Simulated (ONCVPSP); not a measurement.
## What one change does to a pseudopotential (W (Z = 74), ONCV)

ONCVPSP 4.0.1 input, shortened (lines: element, Z, core and valence counts, functional; n l f; lmax; l rc ep ncon nbas qcut; lloc lpopt rc5 dvloc0; l nproj debl; icmod fcfact rcfact), PBE, fully relativistic:

```
  W 74.00   10    3        4      upf
    1    0    2.00
    2    0    2.00
    2    1    6.00
    3    0    2.00
    3    1    6.00
    3    2   10.00
    4    0    2.00
    4    1    6.00
    4    2   10.00
    4    3   14.00
    5    0    2.00
    5    1    6.00
    5    2    3.00
    2
    0    1.15    0.00    4    9    5.50
    1    1.35    0.00    5    8    5.40
    2    2.10    0.00    4    8    8.40
    4    5    0.85    3.00
    0    2    0.50
    1    2    3.60
    2    2    2.20
    3    4.50    1.60
```

Open shells are filled in proportion to 2j + 1.

In the s channel the program set the typed energies aside and used -3.960, 0.250 Ha.

Change: all radii but the core radius scaled by about 0.80 (s 0.92, p 1.08, d 1.68 bohr); local potential polynomial inside 0.68 bohr (lpopt 5, dvloc0 3 Ha).

Cutoffs: the cutoffs (Ha) at which the residual kinetic energy of the hardest occupied pseudo-wave falls to 1 and 0.1 mHa per electron; they do not see the model core or the augmentation charge, which bear on the density cutoff. Errors are all-electron minus pseudo energies relative to the spin-unpolarised reference configuration.

Problem. How do hardness, ghosts and transferability respond?

Solution. The potential gets neither clearly harder nor softer (168 Ha and 194 Ha → 150 Ha and 250 Ha); the bound ghosts move from s to p, s; the lowest positive-energy flag moves from p3/2 at 182.5 eV to p1/2 at 43.9 eV; the number of tests with a reliable result goes from 4 to 3; the errors of the 3 common tests hardly move.

| quantity | base | changed |
| --- | --- | --- |
| cutoff, loose | 168 Ha | 150 Ha |
| cutoff, tight | 194 Ha | 250 Ha |
| loose cutoff by channel | s 168 Ha, p 95 Ha, d 17 Ha | s 150 Ha, p 143 Ha, d 15 Ha |
| bound ghosts | s | s, p3/2 |
| GHOST(+) flags under 300 eV | p3/2 at 182.5 eV, p1/2 at 259.0 eV | p1/2 at 43.9 eV, d5/2 at 181.6 eV, d3/2 at 221.3 eV |
| tests with a reliable result | 4 of 4 | 3 of 4 |
| error for 5s2 5p6 5d4 6s2, meV [ΔE -49.94 eV] | -33 | -29 |
| error for 5s2 5p6 5d4 6s1, meV [ΔE -41.05 eV] | -32 | -29 |
| error for 5s2 5p6 5d4, meV [ΔE -25.37 eV] | -27 | -25 |
| rms error of d²Exc/dni dnj with the model core, mHa | 1.69 | 1.80 |

 A true bound ghost makes a file unfit for plane-wave use even where its test errors are small: the radial tests pick states by their node count and pass the ghost by.
